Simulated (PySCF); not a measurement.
# Pt: electron affinity

Pt⁻ [Xe] 4f14 5d9 6s2 (2D) → Pt [Xe] 4f14 5d9 6s1 (3D), as a difference of total energies. Computed with PySCF 2.14 in aug-cc-pVTZ-PP with one added diffuse shell each of s, p, d, f, g type with ECP60MDF (7s7p6d4f3g, 113 functions), with scalar relativity through the core potential. Correlated levels: valence: 5s2 5p6 frozen. The calculations carry no spin-orbit coupling.

| method | electron affinity (eV) |
| --- | --- |
| UHF | 0.422 |
| PBE0 | 1.811 |
| r2SCAN | 1.985 |
| PBEsol | 2.131 |
| M06 | 2.043 |
| TPSSh | 1.856 |
| MP2 (valence) | 1.933 |
| SCS-MP2 (valence) | 1.949 |

**Question.** Estimate what LDA gives.

**Answer.** 2.413 eV, closest to PBEsol among the rows shown.

**Question.** Estimate what PBE gives.

**Answer.** 2.102 eV, closest to PBEsol among the rows shown.

The reference lies between the lowest fine-structure levels, while these numbers refer to the centres of the terms.

Errors of the correlated levels include the incompleteness of this basis and the frozen core.

In the anion the highest occupied orbital energy is positive at LDA, PBE, PBE0, r2SCAN, PBEsol, M06, TPSSh, a self-interaction effect; the basis confines that electron, and the energy difference can still be sensible.

For comparison: 2.125 eV (measured; photodetachment measurements, as compiled on the Wikipedia data page of electron affinities).
